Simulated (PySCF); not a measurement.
Level of theory and bond dissociation enthalpies: methyl diselenide

Structure: `C[Se][Se]C` (C2H6Se2). Numbering: `[CH3:1][Se:2][Se:3][CH3:4]`

All levels share the PBE0-D3(BJ)/def2-SVP structures and the GFN2-xTB thermal terms; only the single-point energies (PySCF) change. Values are bond dissociation enthalpies (298 K, kJ/mol).

```
                          level  C1–Se2  C1–H     time
       M06-L/def2-TZVP (grid 3)     210   392  2.8 min
 TPSS-D3(BJ)/def2-TZVP (grid 3)     213   400  2.6 min
TPSSh-D3(BJ)/def2-TZVP (grid 3)     214   402    2 min
                HSE06/def2-TZVP     216   392  2.2 min
     CAM-B3LYP-D3(BJ)/def2-TZVP     218   403     84 s
            PBE0-D3(BJ)/pcseg-1     224   398     29 s
        PBE0-D3(BJ)/aug-cc-pVDZ     225   391     59 s
         PBE0-D3(BJ)/def2-TZVPD     226   394     95 s
          PBE0-D3(BJ)/def2-TZVP     226   394        –
           PBE0-D3(BJ)/def2-SVP     230   396     31 s
              PBE0-D3(BJ)/6-31G     237   409     20 s
                  LDA/def2-TZVP     280   431  2.8 min
```

Times are wall times for all single points of a level on 1 thread of Arm Neoverse N1, a shared host; the dash marks the run that also made the structures. HSE06, LDA, M06-L, TPSS ran on a slower path of this set-up, which computes the density-fitting integrals anew in every SCF cycle while the other levels store them. So the times needn't show the usual order of cost, and those levels read slower than they are.

The widest spread is that of C1–Se2: 71 kJ/mol, from 210 to 280.

Note: spin-orbit coupling is left out of the energies, which matters for open shells on the heavier atoms; atoms from Ga to Kr are treated without relativity.

Differences come from unrounded values, so a last digit can differ from that of the printed terms.
